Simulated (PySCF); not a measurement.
**Löwdin shares of the frontier orbitals**

Species: C₅H₇F₄P.
Z-matrix (Å and degrees, PBE0-D3(BJ)/def2-SVP geometry), rows numbered from 1:
```
C 
C   1  1.5325
C   2  1.5211  1  112.17
C   2  1.4949  1  109.50  3   126.85
F   4  1.3283  2  111.70  1    60.29
P   4  1.6923  2  125.17  1  -118.34
C   6  1.8985  4   97.95  2   177.65
F   7  1.3337  6  113.35  4    62.42
F   7  1.3339  6  113.03  4   -60.41
F   7  1.3386  6  107.76  4  -178.85
H   1  1.0997  2  110.14  3    59.08
H   1  1.1012  2  110.30  3   -60.38
H   1  1.0985  2  111.37  3   179.32
H   2  1.1077  1  107.70  3  -119.79
H   3  1.1018  2  111.18  1    62.13
H   3  1.0998  2  109.92  1   -56.95
H   3  1.1000  2  111.84  1  -176.99
```

Computed, not measured: PySCF, TDDFT CAM-B3LYP/def2-SVPD, vertical, gas phase, core orbitals frozen in the response.

Kohn–Sham orbitals with the atoms that hold most of them (Löwdin shares over 4%, at most four atoms; ? is withheld):

| orbital | ε (eV) | atoms |
| --- | --- | --- |
| HOMO-3 | -11.79 | C2 22%, C3 18%, C1 16%, H14 9% |
| HOMO-2 | -11.20 | C2 16%, C4 15%, P6 12%, C1 8% |
| HOMO-1 | -10.08 | P6 57%, C7 11%, C4 8%, F9 6% |
| HOMO | -8.87 | ? |
| LUMO | ? | ? |
| LUMO+1 | 1.10 | P6 19%, C3 19%, H16 10%, C1 7% |
| LUMO+2 | 1.18 | P6 23%, C4 12%, C7 11%, C1 9% |

(1) Which atoms hold the HOMO, and with what shares?

(2) Which atoms hold the LUMO, and with what shares?

(3) What is the LUMO energy, and the HOMO–LUMO gap?

Results:

(1) P6 (bonded to 2 C) 41%; C4 (bonded to C, F and P) 31%; F5 (bonded to C) 9%; C2 (bonded to 3 C and H) 5%. By element: phosphorus 41%, carbon 36% or more, fluorine 9% or more.

(2) P6 (bonded to 2 C) 37%; C4 (bonded to C, F and P) 33%; F5 (bonded to C) 8%; C7 (bonded to 3 F and P) 5%. By element: carbon 38% or more, phosphorus 37%, fluorine 8% or more.

(3) ε(LUMO) = -0.93 eV; the gap is 7.94 eV (0.2919 hartree).

Problem. How does S1 compare with the orbital gap of 7.94 eV?

Solution. S1 is at 5.29 eV (f = 0.268), 2.65 eV below the gap, made of HOMO→LUMO (94%). Without the coupling terms of the response equations the lowest excitation would equal the gap.

Problem. One configuration dominates each of S1, S2 and S4. Which, and how do the shares of the two leading atoms of either orbital change from the occupied to the empty one?

Solution. 
- S1 (5.29 eV, f 0.268), HOMO→LUMO (94%): P6 41% → 37%, C4 31% → 33%
- S2 (5.33 eV, f 0.0059), HOMO-1→LUMO (96%): P6 57% → 37%, C7 11% → 5%, C4 8% → 33%
- S4 (6.39 eV, f 0.0009), HOMO-2→LUMO (84%): C2 16% → at most 6%, C4 15% → 33%, P6 12% → 37%

Löwdin shares depend on the basis, the more so with diffuse functions.

One conformer stands for the species.
